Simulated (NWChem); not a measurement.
C₂H₅NOSi; SMILES O=C/C=N/[SiH3]

```xyz
10

O      0.2748    -2.9465     0.0000
C     -0.3788    -1.9256     0.0000
C      0.2522    -0.5613     0.0000
N     -0.4886     0.4714     0.0000
Si     0.1004     2.1333     0.0000
H     -1.4880    -1.9130     0.0000
H      1.3553    -0.5669     0.0000
H     -0.4413     2.7948    -1.2121
H      1.5911     2.2187     0.0000
H     -0.4413     2.7948     1.2121
```
Atoms are numbered in this order, from 1.

All runs: NWChem. All runs use the structure optimised with B3LYP/6-31G* (spherical d).

For level PBE/def2-TZVP:

| Item | Value |
|---|---|
| highest occupied level (eV) | -6.06 |
| orbital gap (eV) | 2.27 |

Task: What are these values for level B3LYP/def2-TZVP?

Result: 
| Quantity | Value |
|---|---|
| highest occupied level (eV) | -7.35 |
| orbital gap (eV) | 4.39 |
